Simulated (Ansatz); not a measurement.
ZnI2⁺, relaxed as a doublet with UKS r2SCAN-D4/def2-TZVP in Ansatz, starting from the GFN1-xTB geometry. Force threshold 0.02 eV/Å.

In the def2 sets I takes a core potential; there is no spin–orbit coupling. The relaxation made no stability test and no search for a lower SCF solution. The structure comes from a short search, and lower isomers may exist.

Start:

```xyz
3

Zn   -0.912   -0.127   -0.769
I     1.483    0.624   -0.926
I    -0.570   -0.497    1.695
```

**Question.** Estimate the energy that the relaxation releases and the steps that it takes.

**Answer.** 0.59 eV, in 10 steps; 34 s on 4 threads of Arm Neoverse V1 on a shared host. No frequencies were taken in this run, so the end may be a saddle point.

**Question.** Does the start keep its bonding and symmetry?

**Answer.** By distances, no bond broke or formed. The bond that changes most is Zn1–I2, from 2.51 to 2.43 Å (atoms count from 1). The end is the same structure that another start reached, the lowest one found. Point group C2v at the start, D∞h at the end, both within 0.05 Å.

**Question.** Predict the relaxed structure.

**Answer.** 
Cartesian coordinates in Å:
```
Zn -0.005 -0.001 -0.004
I 1.424 0.776 -1.813
I -1.419 -0.776 1.817
```
Bond lengths: 2 × I–Zn 2.43 Å.
